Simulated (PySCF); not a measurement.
Molfile (atoms numbered from 1):
```
C5H5NO2Si
     RDKit          3D

 14 13  0  0  0  0  0  0  0  0999 V2000
   -2.0852    2.5951   -0.2993 N   0  0  0  0  0  0  0  0  0  0  0  0
   -1.6834    1.5601   -0.0227 C   0  0  0  0  0  0  0  0  0  0  0  0
   -1.0584   -0.1192    0.4974 Si  0  0  1  0  0  4  0  0  0  0  0  0
   -1.1533   -1.3994   -0.9427 C   0  0  0  0  0  0  0  0  0  0  0  0
   -0.4507   -2.3703   -1.0182 O   0  0  0  0  0  0  0  0  0  0  0  0
    0.6362   -0.1073    1.3332 C   0  0  0  0  0  0  0  0  0  0  0  0
    1.7439    0.1672    0.6327 C   0  0  0  0  0  0  0  0  0  0  0  0
    1.5735    0.4782   -0.7715 C   0  0  0  0  0  0  0  0  0  0  0  0
    0.4722    0.5569   -1.2824 O   0  0  0  0  0  0  0  0  0  0  0  0
   -2.0158   -0.5629    1.5333 H   0  0  0  0  0  0  0  0  0  0  0  0
   -1.9129   -1.2065   -1.7260 H   0  0  0  0  0  0  0  0  0  0  0  0
    0.7126   -0.3688    2.3774 H   0  0  0  0  0  0  0  0  0  0  0  0
    2.7428    0.1459    1.0420 H   0  0  0  0  0  0  0  0  0  0  0  0
    2.4780    0.6306   -1.3754 H   0  0  0  0  0  0  0  0  0  0  0  0
  1  2  3  0
  2  3  1  0
  3  4  1  0
  4  5  2  0
  3  6  1  0
  6  7  2  0
  7  8  1  0
  8  9  2  0
  3 10  1  1
  4 11  1  0
  6 12  1  0
  7 13  1  0
  8 14  1  0
M  END
```

Isolated molecule, one conformer, non-relativistic Hamiltonian. PBE0/pcSseg-1 with gauge-including orbitals; GFN2-xTB structure; PySCF 2.14.0 with density-fitted response routines.

References, each an isolated molecule treated in the same way: TMS for $^{13}$C.

Problem. Do the $^{13}$C shifts follow the atomic charges (in e)? Tabulate both.

Solution. 
```json
{"atoms": "C4", "hybridisation": "sp2", "δ (ppm)": "233.8", "σ para (ppm)": "-300", "Hirshfeld": "+0.05", "IAO": "+0.03", "Mulliken": "+0.00", "ESP-fitted": "+0.40"}
{"atoms": "C8", "hybridisation": "sp2", "δ (ppm)": "198.2", "σ para (ppm)": "-260", "Hirshfeld": "+0.14", "IAO": "+0.25", "Mulliken": "+0.30", "ESP-fitted": "+0.62"}
{"atoms": "C6", "hybridisation": "sp2", "δ (ppm)": "162.7", "σ para (ppm)": "-237", "Hirshfeld": "-0.08", "IAO": "-0.34", "Mulliken": "-0.40", "ESP-fitted": "-0.05"}
{"atoms": "C7", "hybridisation": "sp2", "δ (ppm)": "147.9", "σ para (ppm)": "-219", "Hirshfeld": "-0.04", "IAO": "-0.18", "Mulliken": "-0.12", "ESP-fitted": "-0.41"}
{"atoms": "C2", "hybridisation": "sp", "δ (ppm)": "121.7", "σ para (ppm)": "-197", "Hirshfeld": "-0.04", "IAO": "-0.15", "Mulliken": "-0.18", "ESP-fitted": "+0.25"}
```

Correlation coefficients of δ with charge over these carbons: Hirshfeld +0.67, IAO +0.60, Mulliken +0.53, ESP-fitted +0.54; with the paramagnetic shielding -1.00. Among the 4 sp2 carbons alone: Hirshfeld +0.66, IAO +0.66, Mulliken +0.52, ESP-fitted +0.83. With so few points, grouped by hybridisation, these coefficients are fragile. Charge is one influence among several: hybridisation and low-lying excitations act through the paramagnetic term.

Shifts are as computed. Against solution values, carbons near 30 ppm lie about +3 ppm off and those near 130 ppm about +5 ppm. Of 1211 compounds with measured shifts, 218 miss one by over three times the rms of a fit or turn the order of signals round; such compounds aren't used in these exercises.
